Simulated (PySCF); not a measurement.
## LaBr: one state, many levels of theory

State: triplet, about 0.0 electrons in the 4f shell (Mulliken). Set-up: PySCF, spin-free X2C with a Gaussian nucleus, basis sets La x2c-SVPall, Br x2c-SVPall. De refers to La (5d1 6s2) + Br in their high-spin ground configurations, without counterpoise correction. The functionals are run spin-unrestricted. A positive dipole means La(−)Br(+).

```csv
Level,Re (Å),ωe (cm⁻¹),De (eV),μ (D)
UHF,2.804,210,n/a,-5.56
UHF-MP2,2.707,231,n/a,n/a
UHF-SCS-MP2,2.727,226,n/a,n/a
UHF-CCSD,2.732,225,n/a,n/a
UHF-CCSD(T),2.725,227,n/a,n/a
PBE,2.695,225,n/a,-4.18
r²SCAN,2.709,225,n/a,-4.82
TPSSh,2.709,225,n/a,-4.92
PBE0,2.699,227,n/a,-4.76
MN15,2.682,229,4.26,-4.72
```

The bond length runs from 2.682 Å (MN15) to 2.804 Å (UHF).

Correlated steps freeze 27 core orbitals. Spin–orbit coupling is left out, which matters for elements this heavy, above all for dissociation energies. The state is the lowest single determinant that the PBE0 search found; with open d or f shells the true ground state can be another one.

The whole job (state search and all levels along the bond) took about 19 min on 2 threads of Arm Neoverse V1 (shared host), peak memory 2.4 GiB.
